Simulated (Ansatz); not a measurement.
Zn4Br8⁻, relaxed as a doublet with UKS PBE-D4/def2-SVP in Ansatz, starting from the GFN1-xTB geometry. Force threshold 0.03 eV/Å.

Another isomer (doublet) lies 0.07 eV lower at PBE0-D4/def2-TZVP; other spin states weren't run for this one.

Start:

```tsv
atom	x (Å)	y (Å)	z (Å)
Zn1	-1.284	1.889	-0.094
Zn2	-1.619	-2.979	1.157
Zn3	1.363	0.674	2.377
Zn4	2.436	0.695	-2.080
Br5	3.112	0.322	0.198
Br6	0.225	1.670	-2.160
Br7	3.697	0.263	-3.953
Br8	-3.417	2.600	-0.568
Br9	-0.049	-4.210	2.326
Br10	0.118	3.041	1.643
Br11	-0.949	-0.510	1.021
Br12	-3.634	-3.455	0.134
```

```tsv
step	energy (eV)	largest force component (eV/Å)	SCF passes
1	-753857.7349	0.777	20
2	-753857.9663	0.141	19
3	-753857.9942	0.109	19
4	-753858.0044	0.062	19
5 (rejected)	-753857.9973	0.168	19
6	-753858.0125	0.029	18
7	-753858.0155	0.054	17
8	-753858.0198	0.073	18
9	-753858.0367	0.105	18
10	-753858.0599	0.157	18
11	-753858.1018	0.178	18
13	-753858.2134	0.119	18
15	-753858.3249	0.133	18
17	-753858.4510	0.178	19
19	-753858.5678	0.163	19
21	-753858.6206	0.103	19
23	-753858.7255	0.147	19
25	-753858.8494	0.145	19
27	-753858.9398	0.292	19
29	-753858.9700	0.068	18
31	-753858.9747	0.020	19
32	-753858.9751	0.018	18
```

Force components are those of the run's own axes.

End:

```
atom   x (Å)   y (Å)   z (Å)
 Zn1  -1.318   1.828  -0.176
 Zn2  -0.527  -2.250   0.666
 Zn3   1.024  -0.222   2.289
 Zn4   1.482   0.779  -1.522
 Br5   1.748  -1.350  -0.155
 Br6  -0.867   0.639  -2.305
 Br7   3.272   1.171  -2.932
 Br8  -2.917   3.486   0.031
 Br9   0.383  -2.733   2.919
Br10   1.089   2.351   0.429
Br11  -1.641  -0.070   1.483
Br12  -1.728  -3.630  -0.726
```

Bonds lost: Zn3–Br10 (atoms count from 1). Bonds formed: Zn2–Br5, Zn3–Br9, Zn4–Br10 (atoms count from 1).

The force fell under the threshold at step 6, but the optimiser went on and released 0.963 eV more. No frequencies were taken in this run, so the end may be a saddle point.

Run time 4.7 min (2 threads of AMD EPYC 7R13 on a shared host and a share (18 GiB) of an NVIDIA H100 80GB HBM3), peak host memory 1.1 GiB.
